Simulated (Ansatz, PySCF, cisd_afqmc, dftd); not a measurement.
Species: SiH3Cl, charge 0, singlet. SiH3Cl (chlorosilane, SMILES [SiH3]Cl).
B3LYP-D3(BJ)/def2-TZVP minimum from Ansatz (a first-principles code):
```
Si
H 1 1.4758
H 1 1.4758 2 110.45
H 1 1.4758 2 110.45 3 122.47
Cl 1 2.0663 2 108.48 4 118.76
```
Charge 0, spin multiplicity 1.

Property: enthalpy of formation at 298 K (by atomisation, with ideal-gas terms from PySCF's Hessian at B3LYP-D3(BJ)/def2-TZVP and the atoms' measured values of the G2/97 table; no spin-orbit terms), in kcal/mol. Radicals and triplets start from unrestricted determinants; spin-orbit coupling is neglected. Correlated methods leave the cores frozen. Rows without X2C or -DK are non-relativistic. AFQMC/CISD: phaseless, guided by CISD from CCSD amplitudes; bars are statistical, one sigma. Outlying blocks are dropped, and bars are widened where a walk drifts. Over all cases where full CI ran beside it in this data, AFQMC minus full CI had a median of +0.1 mEh and passed +0.4 mEh in a tenth of the cases. CBS(X,Y): correlation extrapolated as X^-3, Hartree-Fock from the larger set (Q,5: extrapolated as (X+1)exp(-9√X)). A bracket is a step between two methods taken in the basis named. The functionals are non-relativistic, so their misses hold any scalar relativity. Double hybrids freeze cores in their MP2 part. 'core' is core correlation in cc-pwCVTZ (1s frozen past Ne), 'X2C' scalar relativity in cc-pVTZ-DK, both at CCSD(T). Where a partner has so few electrons that a lower coupled-cluster level is exact, that level stands in.

| level | program | enthalpy of formation at 298 K (kcal/mol) | difference against the last row |
|---|---|---|---|
| HF/cc-pV(D+d)Z | Ansatz | 45.9 | 81.1 |
| HF/cc-pV(5+d)Z | Ansatz | 39.2 | 74.4 |
| PBE/def2-TZVPD | Ansatz | -26.9 | 8.3 |
| PBE0/def2-TZVPD | Ansatz | -27.5 | 7.7 |
| r2SCANh-D4/def2-TZVPD | Ansatz + dftd4 | -33.2 | 2.0 |
| B2PLYP/def2-TZVPD | Ansatz | -28.0 | 7.2 |
| MP2/cc-pV(5+d)Z | Ansatz | -34.3 | 0.9 |
| CCSDT(Q)/cc-pV(D+d)Z | Ansatz | -8.2 | 27.0 |
| CCSD(T)/CBS(cc-pV(Q+d)Z,cc-pV(5+d)Z) + [AFQMC/CISD - CCSD(T)]/cc-pV(T+d)Z + core + X2C | Ansatz + cisd_afqmc | -35.4 ± 0.2 | -0.2 |
| CCSD(T)/CBS(cc-pV(Q+d)Z,cc-pV(5+d)Z) + [CCSDT(Q) - CCSD(T)]/cc-pV(T+d)Z + core + X2C | Ansatz | -35.2 | 0.0 |
